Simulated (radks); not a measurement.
Removal energies from the rhodium ion Rh4+, [Kr] 4d5, by Delta-SCF beside the eigenvalue of the level emptied. Calculated with a radial shooting solver on a logarithmic mesh with Libxc functionals: scalar-relativistic Kohn-Sham, PBE, spin-polarised, spherical densities, finite nucleus; Fermi nuclear charge, rms radius of each element as measured or else 0.836 A^(1/3) + 0.57 fm. Open shells are filled with parallel spins first.

4d: final configuration [Kr] 4d4; Delta-SCF (eV) 64.286; -eigenvalue (eV) 56.336
4p: final configuration [Ar] 3d10 4s2 4p5 4d5; Delta-SCF (eV) 108.17; -eigenvalue (eV) 99.483
4s: final configuration [Ar] 3d10 4s1 4p6 4d5; Delta-SCF (eV) 141.56; -eigenvalue (eV) 132.39
3d: final configuration [Ar] 3d9 4s2 4p6 4d5; Delta-SCF (eV) 374.55; -eigenvalue (eV) 354.28
